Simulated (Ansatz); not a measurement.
Compare A (`S[SiH]1C[SiH2]C1`) with its isomer B (`[SiH3][SiH2]CC=S`).

Gas-phase electronic energies from Ansatz, PBE0-D4/def2-TZVP geometries. CCSD(T)/CBS adds triple-zeta CCSD(T) − MP2 to the extrapolated MP2 energy (def2 sets, frozen cores). Functionals use def2-TZVPP. B3LYP here is the variant with VWN-RPA as its local correlation; programs differ in this. Each species was taken in one conformer, which may not be the lowest.

Question: Which is lower in electronic energy at CCSD(T)/CBS, and by how much? (Best estimate.)

Answer: The calculation gave: A, by 46.8 kcal/mol.

Question: Give E(B) − E(A) in kcal/mol with B3LYP-D4, B2PLYP, r2SCAN-D4, MP2/def2-TZVPP, ωB97M-V, PBE0-D4, PBE-D4. (Best estimate.)

Answer: The calculation gave: B3LYP-D4 42.5, B2PLYP 44.3, r2SCAN-D4 47.6, MP2/def2-TZVPP 49.2, ωB97M-V 49.5, PBE0-D4 48.4, PBE-D4 44.2. None reverses the order clearly.

Largest T1 diagnostic: 0.016.

In def2-TZVPP, CCSD(T) changes the Hartree–Fock value by +1.1 kcal/mol (the triples alone add −1.1 kcal/mol) and MP2 by +5.3 kcal/mol. From PBE to PBE0 (25 % exact exchange), in def2-TZVPP and without D4, E(B) − E(A) moves by +4.3 kcal/mol.
